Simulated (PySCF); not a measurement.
## A small calculation by hand: oscillator strength and radiative lifetime

HO₂Si, SMILES [OH+]=[Si]=O, charge +1.

Geometry optimised at PBE0-D3(BJ)/def2-TZVP. The isomer is the one that the SMILES or the coordinates give; other isomers of the formula were not compared.

TDDFT-LC-ωPBE/def2-SVPD in PySCF puts the first singlet state with f over 0.02 at 4.77 eV (vertical), with the transition dipole (-0.443, 0.056, 0.000) in atomic units.

Task: Find the oscillator strength, the wavelength and the radiative lifetime that this transition would have in vacuum if emission retraced absorption.

Result: 
|μ|² = 0.1994 au, so |μ| = 1.13 D. ΔE = 4.77/27.211 = 0.1753 hartree. f = (2/3) ΔE |μ|² = 0.023 (the program prints 0.023).
λ = 1239.84/4.77 = 260 nm; ν = 38473 cm⁻¹.
Einstein's coefficient A = 0.6670 ν² f s⁻¹ (ν in cm⁻¹) = 2.3e7 s⁻¹, so τ = 1/A = 43 ns. This state is S2; the lower singlet has f = 0.020. The figure is the radiative limit of this one transition; relaxation, internal conversion, crossing to triplets and a medium change what is measured.
